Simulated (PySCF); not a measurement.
These are PBE-D3(BJ)/def2-TZVP // CAM-B3LYP-D3(BJ)/def2-TZVP in PySCF 2.14.0 values and carry that method's errors. Isolated molecules, 0 K electronic values unless said otherwise. Excitations are Tamm–Dancoff values on a coarser integration grid. The basis has no diffuse functions, so Rydberg states are missing or too high.

Reference species (SMILES): `C1=CC=C1` (neutral, multiplicity 1).

```
Quantity                  Value
----------------------  -------
T1 excitation (TDA)     1.29 eV
S1 oscillator strength    0.000
```

Changed species: `C#CC=C`.

Question: Predict the effect on the T1 excitation (TDA) and S1 oscillator strength.

Answer: the T1 excitation (TDA) rises by 2.23 eV, to 3.52 eV; the S1 oscillator strength is nearly the same.
